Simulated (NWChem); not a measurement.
Species: C2Cl3 cation

```xyz
5

Cl     0.0000     0.0000    -2.4076
C      0.0000     0.0000    -0.8451
C      0.0000     0.0000     0.4670
Cl     0.0000     1.4868     1.2705
Cl     0.0000    -1.4868     1.2705
```
Atoms are numbered in this order, from 1.

Results from NWChem. Pople sets run with spherical d functions. All runs use the structure optimised with PBE0/def2-SVP.

For level PBE/6-31G*:

| Property | Result |
|---|---|
| highest occupied level (eV) | -12.13 |

Question: How do the values read with level PBE/STO-3G instead?

Answer: 
| Quantity | Result |
|---|---|
| highest occupied level (eV) | -11.85 |
